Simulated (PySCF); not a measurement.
# Correlation energy of Ge²⁺ (germanium, charge +2)

[Ar] 3d10 4s2, closed-shell 1S. Computed with PySCF 2.14 in aug-cc-pVTZ-PP with one added diffuse shell each of s, d, f type with ECP10MDF (7s5p5d3f, 68 functions), with a scalar-relativistic core potential. Frozen: 3s2 3p6 3d10; 2 electrons correlated.

With two correlated electrons CCSD is exact within the correlated space (frozen core and kept virtual orbitals).

```
level  correlation energy (mhartree)
 CCSD                         -39.96
```

Diagnostics: T1 = 0.0047, D1 = 0.0067, largest double amplitude 0.101.

Cost of the coupled-cluster step: roughly 0.4 core-seconds, for 2 correlated electrons.
